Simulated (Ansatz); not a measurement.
Reaction (formal exchange of groups at a C–C bond): `CC1CC1` + `N/C=C/[SiH3]` → `C/C(N)=C\[SiH3]` + `C1CC1`

Program: Ansatz. Geometries: PBE0-D4/def2-TZVP. ΔE: electronic, gas phase. CCSD(T)/CBS adds triple-zeta CCSD(T) − MP2 to the extrapolated MP2 energy (def2 sets, frozen cores). Double bonds are as drawn, so ΔE can hold a change between cis and trans. Functionals use def2-TZVPP. Each species was taken in one conformer, which may not be the lowest.

```json
{"level": "PBE-D4", "ΔE (kJ/mol)": "-5.1", "difference from CCSD(T)/CBS": "-1.1"}
{"level": "B97M-V", "ΔE (kJ/mol)": "-5.9", "difference from CCSD(T)/CBS": "-1.9"}
{"level": "BHLYP-D4", "ΔE (kJ/mol)": "-4.6", "difference from CCSD(T)/CBS": "-0.6"}
{"level": "CAM-B3LYP-D4", "ΔE (kJ/mol)": "-4.3", "difference from CCSD(T)/CBS": "-0.3"}
{"level": "ωB97M-V", "ΔE (kJ/mol)": "-4.9", "difference from CCSD(T)/CBS": "-0.9"}
{"level": "B2PLYP", "ΔE (kJ/mol)": "-2.4", "difference from CCSD(T)/CBS": "1.6"}
{"level": "r2SCAN0", "ΔE (kJ/mol)": "-5.0", "difference from CCSD(T)/CBS": "-1.0"}
{"level": "RPA@PBE/def2-TZVPP", "ΔE (kJ/mol)": "-3.1", "difference from CCSD(T)/CBS": "0.9"}
{"level": "HF/def2-SVP", "ΔE (kJ/mol)": "0.7", "difference from CCSD(T)/CBS": "4.7"}
{"level": "CCSD/def2-SVP", "ΔE (kJ/mol)": "-1.0", "difference from CCSD(T)/CBS": "3.0"}
{"level": "HF/def2-TZVPP", "ΔE (kJ/mol)": "0.2", "difference from CCSD(T)/CBS": "4.2"}
{"level": "MP2/def2-TZVPP", "ΔE (kJ/mol)": "-4.7", "difference from CCSD(T)/CBS": "-0.7"}
{"level": "SCS-MP2/def2-TZVPP", "ΔE (kJ/mol)": "-3.1", "difference from CCSD(T)/CBS": "0.9"}
{"level": "HF/def2-QZVPP", "ΔE (kJ/mol)": "0.3", "difference from CCSD(T)/CBS": "4.3"}
{"level": "SCS-MP2/def2-QZVPP", "ΔE (kJ/mol)": "-2.9", "difference from CCSD(T)/CBS": "1.1"}
{"level": "MP2/CBS(def2)", "ΔE (kJ/mol)": "-4.4", "difference from CCSD(T)/CBS": "-0.4"}
{"level": "CCSD(T)/CBS", "ΔE (kJ/mol)": "-4.0", "difference from CCSD(T)/CBS": "0"}
```

Largest T1 diagnostic among the species: 0.012.

Leaving LDA and LC-ωPBE aside and taking each functional with its dispersion term where it has one, the values, not all of them listed here, spread over 3.8 kJ/mol, from revPBE-D4 to B2PLYP. LDA lies −4.4 kJ/mol from PBE without D4. The D4 term adds −3.6 kJ/mol with B3LYP and −2.0 kJ/mol with PBE0; it sums over pairs of atoms, weighted by their polarisabilities, and B3LYP, whose exchange is more repulsive, gets the larger term. In def2-TZVPP, CCSD(T) changes the Hartree–Fock value by −4.4 kJ/mol (the triples alone add −0.8 kJ/mol) and MP2 by −4.8 kJ/mol.

B3LYP here is the variant with VWN-RPA as its local correlation; programs differ in this.
